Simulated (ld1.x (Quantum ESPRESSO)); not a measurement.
## How hard is this iodine TM potential?

```
Element                 : I
Generator               : ld1.x (Quantum ESPRESSO) 7.5
Type                    : norm-conserving Troullier–Martins (Kleinman–Bylander form)
Functional              : LDA (PZ)
Relativity              : non-relativistic
Frozen core             : [Kr] 4d10
Valence charge          : 7
Reference configuration : 5s2 5p4.5 (charge +0.5)
Partial waves           : 5s (bound): rc 1.65 bohr; 5p (bound): rc 1.80 bohr
Local potential         : the p channel
Core correction         : a·sin(br)/r model core inside 1.50 bohr
```

The pseudo-atom Hamiltonian at the reference potential is diagonalised in spherical Bessel functions j_l(qr) that vanish at 20 bohr, with q² up to the cutoff. All-electron valence levels (Ry): 5s -1.5042, 5p -0.8299.

Q: How do the lowest levels (Ry) of each channel move with the cutoff, and are there ghosts?

A:

```csv
cutoff (Ry),s #1,s #2,s #3,p #1,d #1,f #1,f #2,Σ f·Δε (mRy)
8,-2.2377,-1.3660,-0.1596,-0.8104,-0.1272,0.0371,0.1452,364.0
15,-4.0919,-1.4865,-0.1798,-0.8254,-0.1282,0.0371,0.1451,55.7
25,-4.2777,-1.4958,-0.1809,-0.8268,-0.1295,0.0371,0.1451,30.7
45,-4.6945,-1.5028,-0.1827,-0.8295,-0.1298,0.0371,0.1451,4.6
60,-4.7230,-1.5039,-0.1829,-0.8297,-0.1298,0.0371,0.1451,1.3
90,-4.7591,-1.5041,-0.1830,-0.8298,-0.1298,0.0371,0.1451,0.4
400,-4.7739,-1.5042,-0.1830,-0.8299,-0.1298,0.0371,0.1451,0.0
```

Result: ghost state, extra bound levels that the all-electron valence spectrum of the same l lacks: s at -65.0 eV (a true bound ghost makes a file unfit for plane-wave use); 10 mRy is reached at 35 Ry and 1 mRy at 70 Ry.
